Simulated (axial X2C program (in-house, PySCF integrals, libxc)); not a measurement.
## Working with the constants of MgNi⁺

A bond curve at the PBE0 level, two-component, was computed with an axial X2C code built on PySCF integrals (basis Ni dyall-v2z [7s8p4d2f], Mg dyall-v2z [7s7p3d] (cores contracted in-house)) for the state Ω = 5/2 (⟨Sz⟩ = 0.50, ⟨Lz⟩ = 2.00 at PBE0). Its fit gives Re = 2.3707 Å, ωe = 290.1 cm⁻¹, ωexe = 1.38 cm⁻¹ and αe = 1.221e-03 cm⁻¹; the masses are 57.9353 and 23.9850 u. Two-component means X2C with spin–orbit coupling and atomic mean-field Coulomb and Gaunt terms.

Task: Find the reduced mass, Be and the force constant.

Result: From the PBE0 values: μ = 16.9626 u. Be = 16.8576/(μ Re²) = 0.1768 cm⁻¹. k = 5.8918×10⁻⁷ μ ωe² = 0.841 mdyn/Å.

Task: A Morse curve ties αe to the other constants (Pekeris). How well does that hold?

Result: αe(Morse) = 6Be²/ωe × (√(ωexe/Be) − 1) = 1.160e-03 cm⁻¹; the PBE0 curve gives 1.221e-03 cm⁻¹, a ratio of 0.95.

Task: Where do the fundamental and the first overtone lie?

Result: ν(1←0) = ωe − 2ωexe = 287.3 cm⁻¹; ν(2←0) = 2ωe − 6ωexe = 571.9 cm⁻¹.

Task: Estimate the centrifugal constant by the Kratzer relation.

Result: D = 4Be³/ωe² = 2.63e-07 cm⁻¹.

Occupations by symmetry block were frozen at the best pattern of an incomplete PBE0 search. Density functionals use the spin component along the axis (collinear). PBE0 can misorder states that lie within some tenths of an eV, so this need not be the ground state of the molecule. The nearest other 2c determinant of the search, Ω = 1/2, lies 0.11 eV up at the distance of the search. The functionals have no current-density term, which raises determinants with orbital currents, atoms included.
